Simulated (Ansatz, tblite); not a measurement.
Spin states of the cluster P₃Se (the lowest doublet isomer of a short search), each relaxed with PBE-D4/def2-SVP in Ansatz. Electronic energies in the gas phase.

The xTB rows come from tblite. Correlated methods freeze 24 core orbitals; core or outer-core shells of Se are correlated, in sets that lack core-valence functions. In CCSD on the charge 0 quartet the largest single amplitude is 0.17, so its Hartree–Fock determinant may place the open shell otherwise than the density functionals do. The structure comes from a short search, and lower isomers may exist.

Doublet geometry (Cs within 0.1 Å):

```xyz
4

P    -0.056   -1.020    0.787
P    -1.083    0.316   -0.623
P     0.097    1.189    1.055
Se    1.042   -0.485   -1.219
```

Quartet geometry (Cs within 0.1 Å):

```tsv
atom	x (Å)	y (Å)	z (Å)
P1	-1.2585	0.8550	0.3626
P2	1.3769	-0.0705	-0.7385
P3	0.6289	0.1703	1.3621
Se4	-0.7474	-0.9548	-0.9862
```

⟨S²⟩: doublet 0.76 at PBE0-D4/def2-TZVP (pure 0.75), quartet 3.77 at PBE0-D4/def2-TZVP (pure 3.75).

Only these spin states were relaxed. The quartet has other bonds than the doublet, so the gap mixes isomer and spin.

```tsv
level	quartet − doublet (kJ/mol)	lowest of these
GFN1-xTB	205.9	doublet
GFN2-xTB	153.7	doublet
HF/def2-TZVP	78.7	doublet
PBE-D4/def2-TZVP	161.5	doublet
revPBE-D4/def2-TZVP	156.3	doublet
r2SCAN-D4/def2-TZVP	154.0	doublet
r2SCAN0-D4/def2-TZVP	148.8	doublet
BHLYP-D4/def2-TZVP	136.1	doublet
PBE-QIDH/def2-TZVP	168.6	doublet
MP2/def2-TZVP	198.9	doublet
CCSD/def2-TZVP	153.0	doublet
CCSD(T)/def2-TZVP	163.2	doublet
```

Change of the quartet − doublet gap on mixing in exact exchange, in kJ/mol: r2SCAN to r2SCAN0 (25 % exact exchange) -5.3.

The xTB methods have no spin-polarisation term.
